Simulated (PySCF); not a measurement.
Si(H)(OH)2(OMe), CH6O3Si, SMILES O[SiH](O)OC (B3LYP/def2-SVP optimised geometry):

```
11

Si    -0.676     0.350     0.000
O     -1.319     1.876     0.000
O      0.986     0.350     0.000
O     -1.287    -0.308    -1.386
C     -0.989    -1.586    -1.898
H     -1.034    -0.425     1.211
H     -1.197     2.391     0.805
H      1.414     0.838    -0.716
H     -1.430    -1.675    -2.904
H     -1.414    -2.391    -1.269
H      0.100    -1.757    -1.981
```

Level of theory: B3LYP/def2-TZVP (PySCF).

What are the frontier orbital energies and the dipole moment?

HOMO-2 -8.98 eV, HOMO-1 -8.46 eV, HOMO -8.07 eV, LUMO 0.36 eV, LUMO+1 0.72 eV; dipole moment 0.89 D.

On the same geometry PBE/def2-TZVP (PySCF) gives HOMO-2 -7.54 eV, HOMO-1 -7.09 eV, HOMO -6.70 eV, LUMO -0.16 eV, LUMO+1 0.20 eV; dipole moment 0.87 D.

Meta-Löwdin charges at B3LYP/def2-TZVP: Si1 1.37, O2 -0.75, O3 -0.76, O4 -0.62, C5 -0.10, H6 -0.16, H7 0.35, H8 0.35, H9 0.12, H10 0.10, H11 0.10.
